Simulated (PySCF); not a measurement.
C$_{7}$H$_{7}$O (SMILES COc1[c]cccc1), doublet, at a GFN2-xTB geometry, with bond 12-5 at 1.6 times its length; SVWN5/STO-3G (PySCF).

Input for PySCF:
```python
from pyscf import gto, scf, dft

mol = gto.Mole()
mol.atom = '''
    C    -2.773054   -0.089309    0.157777
    O    -1.736538    0.618505   -0.473695
    C    -0.451503    0.264629   -0.211287
    C     0.569840    0.953873   -0.826548
    C     1.892731    0.711694   -0.660075
    C     2.267775   -0.320469    0.205002
    C     1.282768   -1.042490    0.847012
    C    -0.060778   -0.765400    0.651514
    H    -3.697208    0.363046   -0.198892
    H    -2.722603    0.006691    1.247782
    H    -2.762885   -1.150135   -0.115017
    H     3.093488    1.640355   -1.483870
    H     3.312993   -0.540687    0.361041
    H     1.557118   -1.843439    1.518795
    H    -0.804991   -1.350792    1.170427
'''
mol.basis = 'sto-3g'
mol.charge = 0
mol.spin = 1
mol.verbose = 4
mol.build()

mf = dft.UKS(mol)
mf.xc = 'lda,vwn'
mf.diis = False
mf.max_cycle = 100
mf.kernel()
mf.analyze()
```

Problem. What does PySCF print? Leave out banner, timings and long lists.

Solution. 
```
PySCF version 2.14.0

[INPUT] verbose = 4
[INPUT] num. atoms = 15
[INPUT] num. electrons = 57
[INPUT] charge = 0
[INPUT] spin (= nelec alpha-beta = 2S) = 1
[INPUT] symmetry False subgroup None
[INPUT] Mole.unit = angstrom
[INPUT] Symbol           X                Y                Z      unit          X                Y                Z       unit  Magmom
[...]
nuclear repulsion = 333.154686204022
number of shells = 31
number of NR pGTOs = 141
number of NR cGTOs = 47
basis = sto-3g
ecp = {}

******** <class 'pyscf.dft.uks.UKS'> ********
method = UKS
initial guess = minao
damping factor = 0
level_shift factor = 0
DIIS disabled
SCF conv_tol = 1e-09
SCF conv_tol_grad = None
SCF max_cycles = 100
direct_scf = True
direct_scf_tol = 1e-13
number electrons alpha = 29  beta = 28
XC library pyscf.dft.libxc version 7.1.2
    S. Lehtola, C. Steigemann, M. J. T. Oliveira, and M. A. L. Marques,  SoftwareX 7, 1–5 (2018)
XC functionals = lda,vwn
    P. A. M. Dirac,  Math. Proc. Cambridge Philos. Soc. 26, 376 (1930)
    F. Bloch,  Z. Phys. 57, 545 (1929)
    S. H. Vosko, L. Wilk, and M. Nusair,  Can. J. Phys. 58, 1200 (1980)
radial grids:
    Treutler-Ahlrichs [JCP 102, 346 (1995); DOI:10.1063/1.469408] (M4) radial grids

becke partition: Becke, JCP 88, 2547 (1988); DOI:10.1063/1.454033
pruning grids: <function nwchem_prune>
grids dens level: 3
symmetrized grids: False
atomic radii adjust function: <function treutler_atomic_radii_adjust>
small_rho_cutoff = 0
Set gradient conv threshold to 3.16228e-05
tot grids = 181568
init E= -339.80237142144

cycle= 1 E= -338.500108368116  delta_E=  1.3  |g|= 0.307  |ddm|= 3.97
cycle= 2 E= -337.913416642577  delta_E= 0.587  |g|= 0.877  |ddm|= 1.98
cycle= 3 E= -334.562940214642  delta_E= 3.35  |g|= 1.72  |ddm|=  4.3
cycle= 4 E= -289.653094222058  delta_E= 44.9  |g|= 4.83  |ddm|= 10.9
cycle= 5 E= -273.020022659246  delta_E= 16.6  |g|= 3.12  |ddm|= 16.4
cycle= 6 E= -250.836710920929  delta_E= 22.2  |g|= 2.34  |ddm|= 19.5
cycle= 7 E= -269.997188294044  delta_E= -19.2  |g|=  2.4  |ddm|= 19.3
cycle= 8 E= -250.735501295784  delta_E= 19.3  |g|= 2.42  |ddm|= 19.4
cycle= 9 E= -269.989700039121  delta_E= -19.3  |g|=  2.4  |ddm|= 19.4
cycle= 10 E= -250.73383421631  delta_E= 19.3  |g|= 2.42  |ddm|= 19.4
cycle= 11 E= -269.989649405605  delta_E= -19.3  |g|=  2.4  |ddm|= 19.4
cycle= 12 E= -250.73381656493  delta_E= 19.3  |g|= 2.42  |ddm|= 19.4
cycle= 13 E= -269.989648886583  delta_E= -19.3  |g|=  2.4  |ddm|= 19.4
[...]
SCF not converged.
Total Energy =                        -250.733816381680242
[...]
spin_pop of  5 C 2s        0.00004
spin_pop of  5 C 2px       0.00000
spin_pop of  5 C 2py       0.00004
spin_pop of  5 C 2pz       0.00003
spin_pop of  6 C 1s        0.00000
spin_pop of  6 C 2s        0.00079
spin_pop of  6 C 2px       0.00021
spin_pop of  6 C 2py       0.00068
spin_pop of  6 C 2pz       0.00051
spin_pop of  7 C 1s        0.00006
spin_pop of  7 C 2s        0.02562
spin_pop of  7 C 2px       0.00663
spin_pop of  7 C 2py       0.31746
spin_pop of  7 C 2pz       0.23115
spin_pop of  8 H 1s        0.00000
spin_pop of  9 H 1s        0.00001
spin_pop of  10 H 1s        0.00001
spin_pop of  11 H 1s        0.00000
spin_pop of  12 H 1s        0.00001
spin_pop of  13 H 1s        0.00015
spin_pop of  14 H 1s        0.13706
 ** Mulliken Spin Density (per atom)  **
spin density of  0 C =      0.00002
spin density of  1 O =      0.00159
spin density of  2 C =      0.26352
spin density of  3 C =      0.01433
spin density of  4 C =      0.00006
spin density of  5 C =      0.00012
spin density of  6 C =      0.00219
spin density of  7 C =      0.58091
spin density of  8 H =      0.00000
spin density of  9 H =      0.00001
spin density of  10 H =      0.00001
spin density of  11 H =      0.00000
spin density of  12 H =      0.00001
spin density of  13 H =      0.00015
spin density of  14 H =      0.13706
 ** Mulliken pop alpha/beta on meta-lowdin orthogonal AOs **
 ** Mulliken pop       alpha | beta **
In total            29.00000 | 28.00000
 ** Mulliken atomic charges   ( Nelec_alpha | Nelec_beta ) **
charge of  0C =      4.00008  (     0.99997      0.99995 )
charge of  1O =      5.99787  (     1.00186      1.00027 )
charge of  2C =      3.44723  (     1.40815      1.14463 )
charge of  3C =     -3.90818  (     4.96126      4.94693 )
charge of  4C =     -3.99922  (     4.99964      4.99958 )
charge of  5C =     -3.99956  (     4.99984      4.99972 )
charge of  6C =     -3.96296  (     4.98258      4.98038 )
charge of  7C =      1.62884  (     2.47604      1.89512 )
charge of  8H =      0.99996  (     0.00002      0.00002 )
charge of  9H =      0.99994  (     0.00004      0.00002 )
charge of  10H =      0.99994  (     0.00004      0.00002 )
charge of  11H =     -1.00000  (     1.00000      1.00000 )
charge of  12H =     -0.99999  (     1.00000      0.99999 )
charge of  13H =     -0.99947  (     0.99981      0.99966 )
charge of  14H =      0.79552  (     0.17077      0.03371 )
Dipole moment(X, Y, Z, Debye): -319.37474,  3.52024,  6.45198
```

The run did not converge; its last values are not results.
